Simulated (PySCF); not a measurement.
## Basis-set dependence of GaBr at CCSD(T)

PySCF, RHF reference; singlet, unpaired electrons none; De to Ga + Br without counterpoise correction. Frozen cores follow the default of each basis and core potential.

```
      basis     relativity  functions  Re (Å)  ωe (cm⁻¹)  De (eV)  frozen orbitals
 x2c-SVPall  spin-free X2C         64   2.361        276     4.07               18
 def2-TZVPP  no relativity         96   2.365        274     4.32               18
def2-TZVPPD  no relativity        111   2.367        272     4.33               18
```

Problem. How does each smaller set differ from the one with most functions, def2-TZVPPD?

Solution. x2c-SVPall: -0.6 pm, +1.5 % in ωe, -0.26 eV in De; def2-TZVPP: -0.2 pm, +0.7 % in ωe, -0.01 eV in De. All at CCSD(T); the set with most functions is neither the basis-set limit nor always the best. The rows treat relativity differently, so the differences are not basis effects alone.

Correlated steps freeze 18 core orbitals. Correlated levels converge slowly with the basis: in double zeta they bind strong bonds too weakly, by up to about 1 eV, and carry superposition errors of some tenths. Where the molecule has an RHF reference, its open-shell atoms are computed with UHF.
